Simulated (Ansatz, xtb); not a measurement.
## A ladder of methods for CH6SSi2 (SMILES C[SiH]1[SiH2]S1)

CH6SSi2 has 10 atoms, charge 0, and is taken as a singlet. SMILES: `C[SiH]1[SiH2]S1`. The shape is that of a PBE0-D4/def2-TZVP optimisation.

Each level gives the dipole moment (D). The values are calculated.

| level | kind | program | value (D) | CPU time |
| --- | --- | --- | --- | --- |
| GFN2-xTB | semi-empirical | xtb | 4.22 | under 2 s |
| GFN0-xTB | semi-empirical | xtb | 4.33 | under 2 s |
| GFN1-xTB | semi-empirical | xtb | 2.01 | under 2 s |
| HF/STO-3G | Hartree–Fock | Ansatz | 2.22 | 3.8 s |
| HF/3-21G | Hartree–Fock | Ansatz | 3.80 | 5 s |
| HF/def2-SVP | Hartree–Fock | Ansatz | 2.51 | 14 s |
| B3LYP/6-31G* (spherical functions) | global hybrid | Ansatz | 2.47 | 26 s |
| B3LYP/6-31G* (Cartesian functions) | global hybrid | Ansatz | 2.47 | 25 s |
| B3LYP/pcseg-1 | global hybrid | Ansatz | 2.45 | 31 s |
| PBE0/def2-SVP | global hybrid | Ansatz | ? | 25 s |

Estimate what the levels marked ? give.

As computed at these levels: PBE0/def2-SVP: 2.18 D. The values span 2.01 to 4.33 D. Sets without polarisation functions give poor dipoles. Without the sets that lack polarisation functions the rows with a basis span only 2.18 to 2.51 D. Times are those of the runs behind each value, whatever else they computed, on shared processors of several kinds: orders of magnitude only.
